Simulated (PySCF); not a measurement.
Structure problem from calculated spectra and properties.

Formula: C4H12OSi.

| Property | Result |
| --- | --- |
| Triplet | lowest triplet excitation (Tamm–Dancoff): 6.18 eV [TDA B3LYP/def2-SVPD] |
| Rotational structure | rotational constants A, B, C: 3.872, 1.943, 1.836 GHz [GFN2-xTB] |
| UV, first state | lowest singlet excitation: 6.36 eV (195 nm, f = 0.001) [TDDFT B3LYP/def2-SVPD] |
| 1H NMR | chemical shifts (computed TMS as zero) by class: 4.74 (2 H), 0.96 (9 H), 0.94 (1 H) ppm [GIAO PBE0/pcSseg-1] |
| NMR, other nuclei | isotropic shieldings of nuclei other than C and H, by class: 323 (1 O), 355 (1 Si) ppm [GIAO PBE0/pcSseg-1] |
| 13C NMR | chemical shifts (computed TMS as zero) by class: 27.2 (3 C), 21.9 (1 C) ppm [GIAO PBE0/pcSseg-1] |

Electronic properties: PySCF, gas phase, density fitting. Levels stand in brackets. The structure is a single GFN2-xTB conformer in the gas phase; no vibrational or solvent corrections. NMR classes are plain means over equivalent atoms (diastereotopic ones count apart unless rotation or inversion swaps them), as if these changed places fast.

Question: Give a SMILES that accounts for the data.

Answer: Numbering: `[CH3:1][C:2]([CH3:3])([CH3:4])[SiH2:5][OH:6]`. Its formula, C4H12OSi, gives 0 degrees of unsaturation, so no ring and no π bond. 4 carbons fall into 2 classes; from least to most shielded: methyl carbon [C1/C3/C4] (27.2 ppm, 3 C, up to 2.8 ppm apart in this geometry), sp3 carbon bound to silicon [C2] (21.9 ppm). Hydrogen classes from least to most shielded: 2 H on an oxygen-bound silicon, Si5 (4.74 ppm), 9 H on 3 methyl carbons, C1/C3/C4 (0.96 ppm, a mean of values up to 0.6 ppm apart in this geometry), 1 H on a silanol oxygen, O6 (0.94 ppm). The other shieldings belong to: 323 ppm, silanol oxygen [O6]; 355 ppm, oxygen-bound silicon [Si5]. By its constants the optimised geometry is an asymmetric top. Structure: `CC(C)(C)[SiH2]O`. Computed isomers that give other values at the same levels: `CO[Si](C)(C)C` (rotational constant A: 2.952 GHz; this holds for the one conformer computed); `COC[C@H](C)[SiH3]` (13C chemical shifts (computed TMS as zero) by class: 80.5 (1 C), 60.5 (1 C), 22.8 (1 C), 19.1 (1 C) ppm); `CC(C)CO[SiH3]` (13C chemical shifts (computed TMS as zero) by class: 75.5 (1 C), 35.6 (1 C), 20.7 (2 C) ppm). The assignments are read from this structure; whether some other isomer fits the data as well wasn't checked.

Conformer computed: `[CH3:1][C:2]([CH3:3])([CH3:4])[SiH2:5][OH:6]`: C1–C2–Si5–O6 -60°, H–O6–Si5–C2 -54°.
